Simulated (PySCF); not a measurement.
Gas-phase reaction: SnH2Cl2 + SnH2 + 2 HF ⇌ 2 SnH3Cl + 2 F

Computed with PySCF (xtb for GFN2) and rigid-rotor harmonic-oscillator thermochemistry at 1 bar. † marks an energy on the PBE0/def2-TZVP geometry and frequencies; other levels use their own. MP2 freezes the core. Open shells (unrestricted): F (multiplicity 2, electronic degeneracy 6); the rest are closed-shell singlets. GFN2 has no spin-polarisation term. Spin-orbit splitting is ignored; it lowers the true energy and changes the entropy of F. B3LYP is the form with VWN-RPA correlation. Sn: scalar-relativistic def2 core potential, no spin-orbit coupling. SnH2Cl2, SnH2, SnH3Cl: computed as isolated molecules; such fragments, hydroxides, amides, oligomers or adducts are transient or little studied in the gas. MP2 isn't extrapolated to the basis-set limit; its ΔH°(298 K) is 577.7 kJ in def2-SVP and 648.6 kJ in def2-TZVPP. The harmonic model lacks anharmonicity and excited electronic states, which grow with temperature; levels with a mode under 35 cm⁻¹ are left out. Soft modes under 120 cm⁻¹ make the harmonic entropy rough for SnH2Cl2.

```csv
level,"ΔE electronic, kJ","ΔH°(298 K), kJ","ΔS°(298 K), J/K","ΔG°(1200 K), kJ"
B3LYP/def2-TZVP†,607,597,-18,613
GFN2-xTB,586,579,-21,599
MP2/def2-SVP†,588,578,-18,594
MP2/def2-TZVPP†,659,649,-18,665
PBE/def2-SVP,614,605,-19,621
PBE0/def2-QZVP†,605,594,-18,611
PBE0/def2-SVP†,565,555,-18,571
PBE0/def2-TZVP,590,580,-18,596
r2SCAN/def2-TZVP†,590,579,-18,596
LDA/def2-TZVP†,737,727,-18,743
```
ΔH° is lowest at PBE0/def2-SVP† and highest at LDA/def2-TZVP†. No reference value is set beside these.
